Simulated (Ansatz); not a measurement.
A nudged elastic band was laid between two geometries of a periodic cell of 19 atoms, RuC₁₈ (surface graphene monolayer, adsorbate Ru).

Computed with DFT PBE, scalar-relativistic, plane waves, PAW in Ansatz 0.2.0. Settings: PAW set soft_1, cutoff 420 eV, k mesh 2x2x1, gaussian smearing 0.02 eV, no spin polarisation.

```
movable images  : 5
climbing image  : yes
spring          : 5.0 eV/Å²
optimiser       : quadratic models (default)
start path      : IDPP
force threshold : 0.03 eV/Å
iteration limit : 26
end points      : relaxed
```

Image 0:

```xyz
19
Lattice="7.3980 0.0000 0.0000 -3.6990 6.4069 0.0000 0.0000 0.0000 13.0000" Properties=species:S:1:pos:R:3
C 0.014 -0.047 1.041
C 1.234 0.669 1.042
C -1.223 2.100 1.003
C 0.014 2.814 1.042
C -2.465 4.245 1.039
C -1.234 4.945 1.039
C 2.455 -0.047 1.042
C 3.692 0.667 1.003
C 1.234 2.098 1.042
C 2.455 2.814 1.041
C 0.004 4.230 1.040
C 1.234 4.929 1.039
C 4.933 -0.049 1.001
C 6.175 0.667 1.003
C 3.692 2.100 1.003
C 4.933 2.817 1.000
C 2.465 4.230 1.039
C 3.703 4.945 1.039
Ru 4.933 1.384 2.682
```

Image 6:

Only the atoms that move by more than 0.05 Å are listed.
```
Ru19 3.700 3.519 2.682
```

Q: What changes between the two ends?

A: Contacts lost: C3–Ru19, C8–Ru19, C13–Ru19, C14–Ru19. Contacts made: C5–Ru19, C10–Ru19, C17–Ru19, C18–Ru19. The atom that moves furthest is Ru19, by 2.47 Å; four of its nearest neighbours are C8 2.21, C3 2.21, C14 2.21, C15 2.21 Å at the first end and C10 2.21, C5 2.21, C16 2.21, C17 2.21 Å at the last.

Q: What energy profile does the band end with?

A: It converged. The highest image is number 3 of 0 to 6, 0.92 eV above the ends, which have the same energy within 2 meV. By the program's own check the climbing image is of a kind that is not told: the force calls were inconclusive, a negative curvature could not be distinguished from the path's own, the only one lies far off the path, or fixed occupations may fill a level only in part (lowest curvatures found: -5.17 and 0.03 eV/Å²). Limits of this set-up: coarse k mesh, slab without dipole correction.

```csv
image,path coordinate (Å),energy (eV),C3–Ru19 (Å),C8–Ru19 (Å),C13–Ru19 (Å)
0,0.00,0.00,2.21,2.21,2.21
1,0.42,0.21,2.27,2.21,2.45
2,0.85,0.62,2.47,2.32,2.79
3,1.27,0.92,2.72,2.55,3.15
4,1.69,0.62,2.91,2.80,3.47
5,2.12,0.21,3.10,3.05,3.79
6,2.54,0.00,3.30,3.30,4.11
```

Q: What is the geometry of the highest image?

A: 
```xyz
19
Lattice="7.3980 0.0000 0.0000 -3.6990 6.4069 0.0000 0.0000 0.0000 13.0000" Properties=species:S:1:pos:R:3:forces:R:3
C 0.011 -0.035 0.988 0.00 0.00 0.00
C 1.241 0.675 1.015 0.00 0.00 0.00
C -1.214 2.090 1.034 0.00 0.00 0.00
C 0.013 2.811 1.052 0.00 0.00 0.00
C -2.461 4.249 1.034 0.00 0.00 0.00
C -1.222 4.951 1.052 0.00 0.00 0.00
C 2.469 -0.040 1.047 0.00 0.00 0.00
C 3.710 0.667 1.041 0.00 0.00 0.00
C 1.235 2.097 1.047 0.00 0.00 0.00
C 2.468 2.819 1.041 0.00 0.00 0.00
C 0.008 4.235 1.037 0.00 0.00 0.00
C 1.239 4.946 1.015 0.00 0.00 0.00
C 4.945 -0.044 1.006 0.00 0.00 0.00
C 6.180 0.670 0.992 0.00 0.00 0.00
C 3.701 2.096 0.925 0.00 0.00 0.00
C 4.946 2.814 0.988 0.00 0.00 -0.01
C 2.470 4.243 1.006 0.00 0.00 0.00
C 3.705 4.955 0.992 0.00 0.00 0.00
Ru 4.190 2.378 2.866 0.00 0.00 0.00
```

The band took 6 iterations and of the order of 12 core-minutes.

Time of the run: 12 min on 1 thread of Arm Neoverse V2 (shared host), peak memory 1.1 GiB.
